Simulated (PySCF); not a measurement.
AsFH4O2Si. Atoms are numbered in the order given.

```xyz
9

O     -0.8581    -1.1219     1.5829
Si    -0.8089    -0.2650     0.1790
O     -1.9133     0.9617     0.3117
F     -1.2704    -1.1970    -1.0761
As     1.3728     0.4749    -0.3180
H     -1.7308    -1.2453     1.9795
H     -2.1894     1.4078    -0.4978
H      1.6091     0.8625     1.1414
H      1.9363    -0.9299    -0.1056
```

Coordinates come from a B3LYP-D3(BJ)/def2-SVP optimisation. This is a generated structure with no PubChem entry under its InChIKey; it may be hypothetical. Other conformers were not sampled.

Computed with PBE/def2-TZVP (PySCF).

Gas-phase values at a fixed geometry.

```yaml
total_energy: -2777.63243 hartree
highest_occupied_level: -6.68 eV
lowest_empty_level: -0.68 eV
orbital_gap: 6.00 eV
dipole_moment: 1.25 D
quadrupole, principal values (traceless, Buckingham form, about the centre of nuclear charge): -6.86, 2.52, 4.35 D·Å
mean_static_polarisability: 63.3 bohr³ (9.38 Å³)
polarisability_principal_values: 55.1, 59.3, 75.5 bohr³
```
